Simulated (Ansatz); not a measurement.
# Worked example: BH2I + CuNH2 → BH2(NH2) + CuI

Species: BH2I `BI`, singlet; CuNH2 `[NH2][Cu]`, singlet; BH2(NH2), singlet; CuI, singlet. The partners trade I for NH2: B–I and Cu–NH2 bonds give way to B–NH2 and Cu–I.

Shapes, held fixed at every level: PBE0-D4/def2-TZVP. Programs: Ansatz 0.2.0. The zero-point and thermal change to 298 K, harmonic and unscaled (PBE0-D4/def2-TZVP), is +10.9 kJ/mol.

At wB97X-V/def2-TZVPP; 1 Eh = 2625.50 kJ/mol:

```
 species   energy (Eh)
    BH2I   -323.747142
   CuNH2  -1696.296133
BH2(NH2)    -82.045406
     CuI  -1938.102408
```

Question: Work out ΔH(298 K) of the reaction at this level.

Answer: 
1. Products less reactants: (-82.045406) + (-1938.102408) − [(-323.747142) + (-1696.296133)] = -0.104539 Eh = -274.5 kJ/mol.
2. With the thermal change: -274.5 + (+10.9) = -263.6 kJ/mol.

Other levels give -288.4 (BHLYP-D4/def2-TZVPP) to -231.3 kJ/mol (PBE-D4/def2-TZVPP). No measured value is set beside it here. For atoms past krypton def2 sets carry core potentials with scalar relativity.
